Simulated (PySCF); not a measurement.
wavenumber (cm⁻¹), absorption (km/mol per cm⁻¹) and a bar:
```
        0      0.005 
       34      0.006 
       68      0.007 
      102      0.008 
      136      0.010 
      170      0.013 
      204      0.017 
      238      0.024 
      272      0.037 #
      306      0.064 #
      340      0.139 ###
      374      0.440 #########
      408      0.750 ################
      442      0.257 #####
      476      0.212 ####
      510      0.510 ###########
      544      0.304 ######
      578      0.101 ##
      612      0.049 #
      646      0.030 #
      680      0.020 
      715      0.015 
      749      0.012 
      783      0.010 
      817      0.008 
      851      0.007 
      885      0.006 
      919      0.006 
      953      0.005 
      987      0.005 
     1021      0.005 
     1055      0.005 
     1089      0.005 
     1123      0.005 
     1157      0.005 
     1191      0.005 
     1225      0.005 
     1259      0.006 
     1293      0.006 
     1327      0.007 
     1361      0.008 
     1395      0.010 
     1429      0.011 
     1463      0.014 
     1497      0.017 
     1531      0.023 
     1565      0.031 #
     1599      0.045 #
     1633      0.072 #
     1667      0.132 ###
     1701      0.307 ######
     1735      1.047 ######################
     1769      1.445 ##############################
     1803      0.405 ########
     1837      0.159 ###
     1871      0.083 ##
     1905      0.050 #
     1939      0.034 #
     1973      0.024 
     2007      0.018
```

This is the computed harmonic infrared spectrum of doublet GaHCl, Lorentzian lines of 50 cm⁻¹ full width. Level of theory: UPBE0 in PySCF with Ga def2-TZVP, H def2-TZVP, Cl def2-TZVP; no relativity; density-fitted integrals.

Q: Which bands make it up, and how are they assigned?

A: In Cs symmetry, counting bands above 1 % of the strongest: 399 cm⁻¹ (a', stretch, 65 km/mol); 520 cm⁻¹ (a', bend, 43 km/mol); 1757 cm⁻¹ (a', stretch, 142 km/mol).

Other isomers or separated fragments may lie lower.
